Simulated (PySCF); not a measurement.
Ligands exchanged one at a time, B H-CH3. All species are isolated molecules in the gas phase. Strings in code marks are SMILES.

The dipole moment from two functionals at the same geometries (CAM-B3LYP-D3(BJ)/def2-TZVP), both in PySCF: PBE-D3(BJ)/def2-TZVP and TPSSh-D3(BJ)/def2-TZVP. 

```json
[
 {"species": "0 of 3 H replaced by CH3", "PBE-D3(BJ)/def2-TZVP (D)": "0.00"},
 {"species": "1 of 3 H replaced by CH3 (`BC`)", "PBE-D3(BJ)/def2-TZVP (D)": "0.78"},
 {"species": "2 of 3 H replaced by CH3", "PBE-D3(BJ)/def2-TZVP (D)": "0.47"},
 {"species": "3 of 3 H replaced by CH3 (`CB(C)C`)", "PBE-D3(BJ)/def2-TZVP (D)": "0.07"}
]
```

### Question
What does TPSSh-D3(BJ)/def2-TZVP give for each?

### Answer

- 0 of 3 H replaced by CH3: 0.00
- 1 of 3 H replaced by CH3 (`BC`): 0.69
- 2 of 3 H replaced by CH3: 0.42
- 3 of 3 H replaced by CH3 (`CB(C)C`): 0.06
Over these rows, drawn at random from the members with no instability flagged (it was tested for open shells, ions and some series alone), PBE minus TPSSh-D3(BJ): mean +0.04 D, from 0.00 D to +0.09 D.
